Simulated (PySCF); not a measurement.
**Two-component Hartree-Fock for W³⁺ (tungsten, charge +3)**

Start: [Xe] 4f14 5d3; 5d3/2 filled at m_j = -1/2, +1/2, +3/2. Calculated with PySCF 2.14 in x2c-QZVPPall-2c: generalised Hartree-Fock with the X2C-1e Hamiltonian and a Gaussian nucleus; one run each with spin-orbit coupling (SO) switched off, then screened by Boettger's factors.

```csv
spinor shell,electrons,"ε, spin-free (eV)","ε, screened SO (eV)",weight of nominal j (screened SO),"rms radius, screened SO (bohr)"
1s1/2,2,-69930.1,-69908.8,1.000,0.0208
2s1/2,2,-12235.8,-12229.0,1.000,0.0838
2p1/2,2,-10708.0,-11674.9,1.000,0.0713
2p3/2,4,-10708.0,-10316.2,1.000,0.0787
3s1/2,2,-2902.7,-2900.4,1.000,0.214
3p1/2,2,-2442.3,-2653.9,1.000,0.206
3p3/2,4,-2442.3,-2355.0,1.000,0.221
3d3/2,4,-1907.0,-1944.7,1.000,0.195
3d5/2,6,-1907.0,-1879.9,1.000,0.199
4s1/2,2,-654.29,-653.47,1.000,0.478
4p1/2,2,-500.57,-550.05,1.000,0.486
4p3/2,4,-500.57,-479.84,1.000,0.520
4d3/2,4,-301.83,-309.56,1.000,0.544
4d5/2,6,-301.83,-295.92,1.000,0.556
5s1/2,2,-122.49,-122.21,1.000,1.15
5p1/2,2,-81.133,-90.246,0.952,1.27
4f5/2,6,-79.188,-80.240,0.991,0.667
5p3/2,4,-81.133,-77.016,0.952,1.33
4f7/2,8,-79.188,-77.619,0.986,0.678
5d3/2,3,-37.932,-38.017,0.749,1.85
```

```json
{"quantity": "E (hartree)", "spin-free": "-16129.06033", "screened SO": "-16148.16047"}
{"quantity": "M_J", "spin-free": "3/2", "screened SO": "3/2"}
{"quantity": "⟨J²⟩", "spin-free": "6.760", "screened SO": "5.666"}
{"quantity": "⟨L²⟩", "spin-free": "12.006", "screened SO": "11.757"}
{"quantity": "⟨S²⟩", "spin-free": "3.753", "screened SO": "3.672"}
```

The determinant has a definite M_J but mixes levels of different J.

Each row is a mean over spinors that exchange with the open shell spreads, by up to 3.251 eV (5s1/2).

Rows whose weight is well below 1 are mixtures of j = l ± 1/2: exchange outweighs spin-orbit coupling there, and the label is only the starting occupation.

Breit and QED terms are absent; they matter most for the inner s and p1/2 levels.

Densities and radii are taken from the X2C orbitals without a picture-change correction, which distorts them close to the nucleus.

Without spin-orbit coupling the j labels of p, d and f shells carry no meaning; the spin-free column gives the mean over the occupied spinors of each nl shell, and its ⟨J²⟩ belongs to a mixture of degenerate components.
